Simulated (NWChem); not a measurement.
bromine monochloride (BrCl); SMILES BrCl

Results from NWChem. This build's default masses of Se (78.918 u) and Br (79.917 u) are each other's, which moves their modes by up to 0.6 %. Each level has its own optimisation; frequencies are unscaled.

Taking PBE/def2-TZVPD as the yardstick, which of these has the fewest basis functions while keeping “highest harmonic frequency (cm⁻¹)” within 20 cm⁻¹ of it: PBE/def2-TZVP; PBE/def2-SVP; PBE/def2-SVPD; PBE/def2-TZVPP; PBE/STO-3G?

PBE/def2-SVP (a larger set in the list lies outside the tolerance).
```csv
level,basis functions,highest harmonic frequency (cm⁻¹),relative time (rough)
PBE/STO-3G,27,480,1
PBE/def2-SVP,50,405,3
PBE/def2-SVPD,68,404,6
PBE/def2-TZVP,85,429,10
PBE/def2-TZVPP,90,429,10
PBE/def2-TZVPD,103,404,20
```

The yardstick is one finite set, not the basis-set limit.
